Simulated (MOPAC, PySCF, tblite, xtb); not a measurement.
Scan of CH3 (cation, charge +1), singlet: map of symmetric stretch and umbrella angle. Scanned: C-H bond length and angle between the C-H bonds and the threefold axis (90 = planar).

Levels of theory: GFN2-xTB, 300 K electronic temperature (tblite); RHF/cc-pVDZ (PySCF); PBE0/cc-pVDZ (PySCF); PBE/cc-pVDZ (PySCF); MP2 on RHF/cc-pVDZ, 1 core orbital frozen (PySCF); CCSD on RHF/cc-pVDZ, 1 core orbital frozen (PySCF); CCSD(T) on RHF/cc-pVDZ, 1 core orbital frozen (PySCF); PM7, restricted, heats of formation (MOPAC); PM3, restricted, heats of formation (MOPAC); GFN1-xTB (xtb); RKS-B3LYP/6-31G* = restricted B3LYP/6-31G*, spherical d (PySCF 2.14.0); RMP2/3-21G = restricted MP2 (frozen core)/3-21G in PySCF; RKS-B3LYP/LANL2DZ = restricted B3LYP/LANL2DZ in PySCF; RHF/6-31G* = restricted Hartree-Fock/6-31G*, spherical d (PySCF).

Energies in kcal/mol at chosen points (x: C-H bond length (Å); y: angle between the C-H bonds and the threefold axis (90 = planar) (°)), relative to x = 1.06, y = 90:

```csv
method,"(1.16, 94)","(1.26, 126)","(1.31, 114)","(1.36, 110)","(1.31, 94)","(1.26, 122)","(1.16, 102)"
GFN2-xTB,1.6,72.2,50.3,55.1,28.1,59.3,6.8
RHF,5.9,128.0,84.7,87.6,43.7,106.0,16.1
PBE0,2.1,110.5,70.5,72.4,33.5,90.6,11.4
PBE,0.0,103.2,63.6,64.6,27.9,83.9,9.0
MP2,2.9,114.4,73.9,76.1,36.1,94.2,12.5
CCSD,2.0,109.7,70.1,72.1,33.7,90.1,11.4
CCSD(T),1.8,108.6,69.3,71.2,33.1,89.2,11.1
PM7,2.8,91.9,62.6,66.7,31.6,76.6,10.6
PM3,7.0,103.6,73.5,76.7,39.8,87.4,15.1
GFN1-xTB,4.0,77.9,57.3,63.9,35.1,65.0,9.3
RKS-B3LYP/6-31G*,4.2,115.3,74.5,76.6,37.5,94.7,13.5
RMP2/3-21G,5.4,115.4,75.0,77.0,38.8,95.0,14.7
RKS-B3LYP/LANL2DZ,3.2,112.8,71.7,73.6,35.1,92.2,12.4
RHF/6-31G*,8.6,133.4,90.2,93.8,49.4,110.9,18.8
```
